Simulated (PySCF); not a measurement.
**Tin: a sound run and one with changed settings**

Sound run: Sn²⁺ [Kr] 4d10 5s2, Sn³⁺ [Kr] 4d10 5s1. Computed with PySCF 2.14 in def2-SVP with the def2 core potential (28 electrons) (4s4p2d, 26 functions), with scalar relativity through the core potential. The sound run starts from symmetry-adapted Hartree-Fock orbitals and uses a fine grid where one is needed.

Changed run: initial guess minao, at most 5 SCF cycles. This setting is unsound on purpose.

| species | method | sound run (hartree) | changed run (hartree) | converged |
| --- | --- | --- | --- | --- |
| Sn²⁺ | UHF | -212.58015 | -212.58015 | no |
| Sn²⁺ | LDA | -213.10159 | -213.10159 | no |
| Sn²⁺ | r2SCAN | -213.52442 | -213.52442 | no |
| Sn³⁺ | UHF | -211.53070 | -211.53070 | no |
| Sn³⁺ | LDA | -211.95148 | -211.95148 | no |
| Sn³⁺ | r2SCAN | -212.40377 | -212.40377 | no |

The SCF was stopped early; the energies are upper bounds that still move, and correlated levels were skipped or rest on poor orbitals.
